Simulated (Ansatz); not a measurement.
A single point on `OB[NH][AlH2]`.

```yaml
crystal:
  periodic: [false, false, false]
  atoms:
    - {symbol: O, position_ang: [-0.460542, 1.775741, -0.537851]}
    - {symbol: B, position_ang: [0.414978, 1.223769, 0.350496]}
    - {symbol: N, position_ang: [0.550275, -0.185126, 0.540160]}
    - {symbol: Al, position_ang: [-0.332059, -1.505688, -0.280840]}
    - {symbol: H, position_ang: [-0.983395, 1.134106, -1.030025]}
    - {symbol: H, position_ang: [1.083457, 1.994097, 0.981457]}
    - {symbol: H, position_ang: [1.242604, -0.428268, 1.234890]}
    - {symbol: H, position_ang: [-0.024600, -3.010522, 0.082633]}
    - {symbol: H, position_ang: [-1.402216, -1.044409, -1.357919]}
basis:
  gaussian: {orbitals: def2-TZVPP}
hamiltonian: {xc: pbe}
correlation: {method: rpa}
```

```sh
$ ansatz run in.yaml --threads 2 --pin off --events-out ev --progress --plain --max-ram 4352MiB
```

It prints (some lines left out):

```
Functional definition: PBE
1226 factors; integrals over basis functions are off by at most 1.3e-3 eV
mean field evaluation 1: about -10873.1947 eV, gradient 8.8e1 eV
mean field evaluation 2: about -10873.1832 eV, gradient 8.8e1 eV
mean field evaluation 4: about -10885.7545 eV, gradient 2.3e1 eV
mean field evaluation 8: about -10887.5560 eV, gradient 4.9e-1 eV
mean field evaluation 16: about -10887.5553 eV, gradient 1.7e-5 eV
mean field -10887.55527418 eV, -400.1102764761 hartree, gradient 4.8e-6 eV, S^2 0.000000; 1 other end points of the search recorded, 0 dependent functions left out
8 core orbitals not correlated: weight in the atoms' cores, before any rotation towards them, 1.000 or more for the frozen orbitals, at most 0.000 for the correlated occupied ones
reference -10856.61077475 eV, -398.9730870969 hartree; 11, 11 occupied and 186, 186 virtual orbitals, 1226 factors
Total energy: -10885.19041841 eV, -400.0233696293 hartree
```

Hardware: 2 threads of an Arm Neoverse V2 on a shared host. Wall time 7 s, peak host memory 0.44 GiB.
